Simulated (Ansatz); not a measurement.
Ansatz results at the PBE0-D4/def2-TZVP geometry: LUMO energy (ωB97M-V/def2-TZVPP) 1.05 eV; LUMO energy (PBE/def2-TZVPP) -0.89 eV; LUMO energy (B3LYP/def2-TZVPP) -0.26 eV.

Each molecule was computed in one conformer, which needn't be the lowest.

**Question.** Which molecule gave them?
A. `[OH][Hf]([F])([Cl])[Br]`
B. `C[NH][Hf]([NH]C)([NH]C)[NH]C`
C. `C[N](C)[Hf]([F])([Cl])[I]`
D. `[CH3][Hf]([CH3])([OH])[OH]`

**Answer.** D. The others give `C[N](C)[Hf]([F])([Cl])[I]`: 0.69, -2.15, -1.52; `C[NH][Hf]([NH]C)([NH]C)[NH]C`: 1.51, -0.49, 0.04; `[OH][Hf]([F])([Cl])[Br]`: 0.75, -2.10, -1.50.

B3LYP here is the variant with VWN-RPA as its local correlation; programs differ in this.
